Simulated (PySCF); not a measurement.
silylphosphine (H5PSi), SMILES [SiH3]P. Atoms are numbered in the order given.

```xyz
7

Si    -1.0967    -0.0069     0.0000
P      1.1674     0.1185     0.0000
H     -1.5925     0.6959     1.2062
H     -1.5925     0.6959    -1.2062
H     -1.6210    -1.3928     0.0000
H      1.3238    -0.8394     1.0358
H      1.3238    -0.8394    -1.0358
```
Charge 0, spin multiplicity 1.

Coordinates come from a B3LYP-D3(BJ)/def2-TZVP optimisation.

Level of theory: PBE/pcSseg-2 run with PySCF.

GIAO shieldings, no solvent; atoms alike by connectivity are averaged. δ = σ(ref) − σ: ²⁹Si against TMS (σ = 324.1 ppm); ³¹P against PH3 (σ = 572.3 ppm); ¹H against TMS (σ = 31.47 ppm), references at their B3LYP-D3(BJ)/def2-TZVP geometries, non-relativistic.

| nucleus | atoms | count | δ (ppm) |
|---|---|---|---|
| ²⁹Si | Si1 | 1 | -84.6 |
| ³¹P | P2 | 1 | -18.0 |
| ¹H | H3, H4, H5 | 3 | 4.32 |
| ¹H | H6, H7 | 2 | 1.81 |
